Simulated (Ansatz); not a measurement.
Hg3S2. Total charge 0; quintet. Geometry B3LYP-D4/def2-SVP; atoms count from 1.

Cartesian coordinates in Å:
```
Hg 2.585 3.412 -0.344
Hg -3.068 -4.513 0.796
Hg -1.090 -1.160 -0.081
S -0.219 1.263 -1.017
S 1.793 0.998 0.646
```

In the def2 sets Hg takes a core potential; there is no spin–orbit coupling. In the quintet geometry the species has come apart into loosely held pieces. At PBE0-D4/def2-TZVP a triplet of charge 0 lies 3.20 eV below the quintet, each at its own geometry. Another isomer (singlet) lies 0.16 eV lower at PBE0-D4/def2-TZVP.

(1) Estimate the Mulliken populations from the PBE0/def2-TZVP orbitals of Ansatz.

(2) Where does the spin sit?

(3) And the Mayer bond orders between bonded heavy atoms (over 0.3)?

Answers

(1) 
```csv
atom,charge (e),spin (α − β),d electrons
Hg1,0.19,0.35,9.97
Hg2,0.01,0.03,10.00
Hg3,0.18,0.33,9.98
S4,-0.19,1.64,–
S5,-0.19,1.65,–
```
Mulliken values and Mayer orders depend strongly on the basis.

(2) Summed by element: Hg 0.71, S 3.29, of 4 unpaired in all. Largest on single atoms: S5 1.65, S4 1.64, Hg1 0.35.

(3) Hg1–S5 0.58 (2.73 Å); Hg3–S4 0.57 (2.74 Å). Values over 0.3 also appear between atoms too far apart for a bond (S4–S5 0.95 at 2.62 Å); they arise where an orbital or an unpaired electron spreads over both atoms.
